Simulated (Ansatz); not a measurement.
Species: Si14H20 nanodot `[SiH2]1[SiH]2[SiH2][SiH]3[SiH]4[SiH2][SiH]5[SiH2][SiH]([SiH]14)[SiH]([SiH2]2)[SiH]3[SiH2]5` (charge 0, multiplicity 1).

Question: Give a relaxed geometry from PBE-D3(BJ)/def2-SVP in Ansatz (a program for electronic structure).

Answer: the end point of this relaxation (outside a Z-matrix the atoms follow the SMILES, hydrogens last).
Z-matrix (Å, degrees):
```
Si
H 1 1.5113
Si 1 2.3553 2 109.03
H 3 1.5113 1 109.03 2 61.42
Si 3 2.3553 4 109.02 1 -119.25
H 5 1.5113 3 109.02 4 -61.43
Si 5 2.3554 6 109.02 3 119.26
H 7 1.5113 5 109.02 6 61.42
Si 7 2.3553 8 109.03 5 -119.26
H 9 1.5113 7 109.03 8 -61.42
Si 9 2.3553 10 109.03 7 119.25
H 11 1.5113 9 109.02 10 61.42
Si 5 2.3556 6 110.12 7 120.38
H 13 1.5092 5 109.83 6 59.53
H 13 1.5092 14 108.29 5 119.95
Si 11 2.3556 12 110.12 1 -120.37
H 16 1.5092 11 109.84 12 -59.47
H 16 1.5092 17 108.29 11 -119.94
Si 7 2.3556 8 110.11 5 120.31
H 19 1.5091 7 109.86 8 59.40
H 19 1.5092 20 108.29 7 119.92
Si 1 2.3556 2 110.11 11 -120.32
H 22 1.5091 1 109.86 2 -59.38
H 22 1.5092 23 108.29 1 -119.92
Si 3 2.3557 4 110.12 5 -120.37
H 25 1.5092 3 109.84 4 -59.50
H 25 1.5092 26 108.30 3 -119.94
Si 9 2.3557 10 110.12 11 120.36
H 28 1.5092 9 109.85 10 59.42
H 28 1.5092 29 108.30 9 119.93
Si 13 2.3560 14 109.73 15 119.76
H 31 1.5112 13 109.48 14 -59.46
Si 16 2.3561 17 109.75 18 -119.75
H 33 1.5112 16 109.47 17 59.41
```
